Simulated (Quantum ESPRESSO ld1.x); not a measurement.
Species: the hafnium ion Hf13+. Configuration: [Kr] 4d10 4f11 5s2.

Calculated with ld1.x of Quantum ESPRESSO 7.5: scalar-relativistic Kohn-Sham, LDA (Slater exchange, VWN5 correlation), spin-unpolarised, spherical densities, point nucleus.

Energy parts (eV):
part                     energy
total                 -408542.2
kinetic                447733.6
electron-nucleus      -992340.0
Hartree                143920.0
exchange-correlation    -7855.7

Orbitals (lengths in bohr, moments of r in powers of bohr; <r^-3> diverges for s and p1/2; r(max) is where P^2 peaks):
orbital	occ.	eigenvalue (eV)	<r^-3>	r(max)
1s	2	-65503.8	-	0.012
2s	2	-11426.7	-	0.068
2p	6	-10070.1	17770	0.056
3s	2	-2810.11	-	0.192
3p	6	-2404.84	3921	0.190
3d	10	-1924.44	510.1	0.154
4s	2	-773.928	-	0.437
4p	6	-639.738	922.3	0.458
4d	10	-466.129	103.8	0.466
5s	2	-292.738	-	0.941
4f	11	-271.639	18.95	0.437

The highest occupied level is 4f at -271.64 eV. The density falls to 0.001 e/bohr^3 at r = 2.01 bohr. For comparison, the ionisation energy in NIST's Atomic Spectra Database is 310 eV (theoretical). In exact Kohn-Sham theory the highest level is minus the ionisation energy, but local and semilocal functionals leave it too shallow, through self-interaction and a potential that decays too fast; potentials with the right tail come closer. Summed over all electrons, <r^2> = 12.71 bohr^2, which gives a Langevin (diamagnetic) susceptibility term of -10.1 x 10^-6 cm^3/mol.

Beside tabulated values, note that spin-unpolarised runs miss the spin-polarisation part of the exchange energy of open shells.
